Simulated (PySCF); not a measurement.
**Peak assignment**

Mapped SMILES: `[CH:1]#[C:2][c:3]1[cH:4][cH:5][c:6]([F:7])[c:8]2[c:9]1[CH2:10][CH:11]=[CH:12]2`. Hydrogens are named by the atom that carries them.

No solvent, fast rotation and ring inversion assumed for equivalent nuclei, no relativistic terms, one computed conformer. GFN2-xTB geometry; NMR shieldings at PBE0/pcSseg-1/GIAO; PySCF 2.14.0 with density-fitted response routines.

Scale: ¹³C, ¹H against TMS (reference shieldings calculated alike).

Task: Assign these signals to the numbered atoms. ¹³C{¹H} NMR (computed): δ 166.4, 157.8, 142.4, 137.7, 137.6, 134.3, 119.7, 118.1, 90.0, 86.8, 43.7.

Result: 
```tsv
δ (ppm)	atoms	environment	reason
166.4	C6	aromatic carbon bearing fluorine	the electronegative substituent deshields the carbon that carries it
157.8	C9	substituted aromatic carbon	–
142.4	C11	alkene CH	as expected for a trigonal carbon in a double bond
137.7	C4	aromatic CH	the aromatic region
137.6	C8	substituted aromatic carbon	–
134.3	C12	alkene CH	the olefinic region
119.7	C5	aromatic CH	–
118.1	C3	substituted aromatic carbon	–
90.0	C1	terminal alkyne carbon	the triple bond shields along its axis, which puts it between sp3 and sp2 carbons
86.8	C2	alkyne carbon	sp carbons lie upfield of alkene carbons because the cylindrical π system leaves one tensor component strongly shielded
43.7	C10	sp3 CH2 on an aromatic ring	aliphatic region, no heteroatom directly attached
```

C4 and C8; C5 and C3 lie closer than the usual error of such a calculation, so a measured spectrum could show them in the other order.

Task: Assign these signals to the numbered atoms. ¹H NMR (400 MHz, computed): δ 7.71 (m, 1H), 7.32 (m, 1H), 7.30 (m, 1H), 6.87 (m, 1H), 3.70 (m, 2H), 2.97 (s, 1H).

Result: 
```tsv
δ (ppm)	atoms	environment	reason
7.71	H(C4)	hydrogen on an aromatic CH	the ring current deshields protons in the ring plane
7.32	H(C12)	hydrogen on an alkene CH	olefinic region
7.30	H(C5)	hydrogen on an aromatic CH	aromatic region
6.87	H(C11)	hydrogen on an alkene CH	a vinylic proton, deshielded by the sp2 carbon and the C=C anisotropy
3.70	H(C10)	hydrogen on an sp3 CH2 on an aromatic ring	–
2.97	H(C1)	hydrogen on a terminal alkyne carbon	it lies on the axis of the triple bond, in its shielding cone
```

H(C12) and H(C5) lie closer than the usual error of such a calculation, so a measured spectrum could show them in the other order.

Splittings by ¹⁹F in the carbon and heteronuclear signals aren't shown, as no couplings were computed. Shifts are as computed. Against solution values, carbons near 30 ppm lie about +3 ppm off and those near 130 ppm about +5 ppm. Of 1211 compounds with measured shifts, 218 miss one by over three times the rms of a fit or turn the order of signals round; such compounds aren't used in these exercises. Multiplicities follow the n + 1 count of equivalent neighbours, as no J values were calculated; m marks all less simple cases, F and P coupling included.
